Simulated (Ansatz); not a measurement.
C₈H₂₃GeN₃⁺, that is GeEt(NMe2)3 with one electron fewer. Charge 1, multiplicity 2. Geometry r2SCAN-D4/def2-SVP, that of the neutral singlet; atoms count from 1.

```xyz
35

Ge    0.1915   -0.0936   -0.1752
C     0.6390   -1.0395   -1.8298
C    -0.5879   -1.2077   -2.7278
H     1.1048   -2.0140   -1.6039
H     1.4139   -0.4379   -2.3358
H    -0.3381   -1.7185   -3.6722
H    -1.3782   -1.7942   -2.2313
H    -1.0277   -0.2307   -2.9846
N    -0.7742    1.4528   -0.3960
C    -0.1331    2.6497   -0.8880
C    -2.2051    1.4345   -0.5885
H    -0.3122    2.8185   -1.9740
H     0.9547    2.5922   -0.7278
H    -0.5066    3.5514   -0.3597
H    -2.6219    0.4709   -0.2576
H    -2.6992    2.2403   -0.0065
H    -2.4966    1.5844   -1.6523
N     1.7479    0.4950    0.6241
C     2.9541   -0.2945    0.5491
C     1.6679    1.3087    1.8165
H     3.8511    0.3571    0.5572
H     2.9858   -0.8775   -0.3846
H     3.0702   -1.0087    1.3957
H     0.7320    1.8896    1.8172
H     1.7028    0.7147    2.7571
H     2.5101    2.0285    1.8586
N    -0.9376   -1.1510    0.8337
C    -0.8511   -2.5910    0.7986
C    -1.4265   -0.6397    2.0953
H    -0.1692   -3.0136    1.5711
H    -0.4989   -2.9426   -0.1834
H    -1.8470   -3.0474    0.9701
H    -1.4732    0.4605    2.0696
H    -2.4496   -1.0130    2.3041
H    -0.7921   -0.9338    2.9611
```

(1) Estimate the Mulliken populations of the heavy atoms from the PBE0/def2-SVP orbitals of Ansatz.

(2) Where does the spin sit?

(3) And the Mayer bond orders between heavy atoms (over 0.3)?

## Answers

(1) 
| atom | charge (e) | spin (α − β) |
| --- | --- | --- |
| Ge1 | 0.88 | -0.09 |
| C2 | -0.31 | 0.01 |
| C3 | -0.09 | 0.00 |
| N9 | -0.58 | 0.14 |
| C10 | 0.04 | -0.01 |
| C11 | 0.04 | -0.01 |
| N18 | -0.50 | 0.34 |
| C19 | 0.03 | -0.02 |
| C20 | 0.02 | -0.02 |
| N27 | -0.48 | 0.45 |
| C28 | 0.03 | -0.03 |
| C29 | 0.02 | -0.03 |
Mulliken values depend strongly on the basis.

(2) Summed by element: Ge -0.09, C -0.10, H 0.26, N 0.93, of 1 unpaired in all. Largest on single atoms: N27 0.45, N18 0.34, N9 0.14.

(3) Ge1–C2 0.98 (1.96 Å); Ge1–N9 0.97 (1.84 Å); Ge1–N18 0.88 (1.85 Å); Ge1–N27 0.85 (1.85 Å); C2–C3 1.06 (1.53 Å); N9–C10 0.97 (1.44 Å); N9–C11 0.97 (1.44 Å); N18–C19 0.98 (1.44 Å); N18–C20 0.97 (1.45 Å); N27–C28 0.98 (1.44 Å); N27–C29 0.97 (1.45 Å).
